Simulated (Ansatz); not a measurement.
`[F][Ga]([SiH3])[Cl]` → `[F][Ga][Cl]`• + `[SiH3]`•  (homolysis of the Ga–Si bond)

Program: Ansatz. Geometries: PBE0-D4/def2-TZVP. ΔE: electronic, gas phase. CCSD(T)/CBS adds triple-zeta CCSD(T) − MP2 to the extrapolated MP2 energy (def2 sets, frozen cores). This one scheme is used for every species. Functionals use def2-TZVPP. HSE06 is defined as in plane-wave codes. Open shells (•) are unrestricted, without spin–orbit coupling. For Ga outer-core shells are correlated without core-valence functions, which leaves a few kJ/mol of doubt a bond. Scalar relativity is left out up to krypton.

```json
{"level": "B2PLYP", "ΔE (kcal/mol)": "68.8"}
{"level": "HSE06", "ΔE (kcal/mol)": "68.7"}
```

Task: What does CCSD(T)/CBS give? (An estimate is asked.)

Result: Computed: +75.6 kcal/mol. The listed levels differ from it by -6.8, -6.9 kcal/mol.

Largest T1 diagnostic among the species: 0.016.

The D4 term adds +2.6 kcal/mol with B3LYP and +1.4 kcal/mol with PBE0; it sums over pairs of atoms, weighted by their polarisabilities, and B3LYP, whose exchange is more repulsive, gets the larger term. From BLYP to BHLYP (50 % exact exchange), in def2-TZVPP and without D4, ΔE moves by +4.3 kcal/mol.

B3LYP here is the variant with VWN-RPA as its local correlation; programs differ in this.
